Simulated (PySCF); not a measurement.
Isomers C$_{7}$H$_{9}$NO$_{2}$:

A. `COc1ccc(OC)nc1`
B. `CC(C)(C#N)CC(=O)C=O`
C. SMILES [C@H]1(C#N)[C@H](OC(C)=O)CC1

Spectrum 1. ¹H NMR (300 MHz, computed): δ 9.27 (s, 1H), 3.17 (s, 2H), 1.61 (s, 6H). ¹³C{¹H} NMR (computed): δ 203.2 (C), 197.0 (CH), 129.8 (C), 48.3 (CH2), 28.1 (C), 25.3 (CH3).

Spectrum 2. ¹H NMR (300 MHz, computed): δ 6.00 (m, 1H), 3.02 (m, 1H), 2.49 (m, 1H), 2.23 (m, 1H), 2.18 (m, 1H), 2.12 (s, 3H), 1.96 (m, 1H). ¹³C{¹H} NMR (computed): δ 173.8 (C), 124.8 (C), 69.2 (CH), 30.1 (CH2), 29.7 (CH), 23.2 (CH3), 19.4 (CH2).

Spectrum 3. ¹H NMR (300 MHz, computed): δ 7.84 (s, 1H), 7.53 (d, 1H), 6.92 (d, 1H), 4.06 (s, 3H), 3.92 (s, 3H). ¹³C{¹H} NMR (computed): δ 166.0 (C), 156.8 (C), 134.9 (CH), 131.8 (CH), 116.1 (CH), 56.3 (CH3), 55.9 (CH3).

[PySCF 2.14: PBE0/pcSseg-1 with gauge-including orbitals; GFN2-xTB structure; gas phase; non-relativistic; one computed conformer; averaged over atoms made equivalent by symmetry, fast rotation or ring inversion]

Scale: TMS for ¹H (31.72 ppm) and ¹³C (186.93 ppm) (reference shieldings calculated alike). Where no couplings were computed, multiplicities follow the n + 1 count of equivalent neighbours, and m marks all less simple cases (inequivalent or close neighbours, rings, F or P nearby). Shifts are as computed. Against solution values, carbons near 30 ppm lie about +3 ppm off and those near 130 ppm about +5 ppm. Of 1211 compounds with measured shifts, 218 miss one by over three times the rms of a fit or turn the order of signals round; such compounds aren't used in these exercises.

**Question.** Match each spectrum to its structure.

**Answer.** 1–B, 2–C, 3–A.

- Spectrum 1 (B): 6 ¹³C signals; δC 203.2 is a ketone carbonyl carbon; δC 197.0 is an aldehyde carbonyl carbon.
- Spectrum 2 (C): 7 ¹³C signals; δC 173.8 is an ester carbonyl carbon; δC 124.8 is a nitrile carbon.
- Spectrum 3 (A): 7 ¹³C signals; δC 166.0 is an aromatic carbon bearing oxygen; δC 156.8 is an aromatic carbon bearing oxygen.
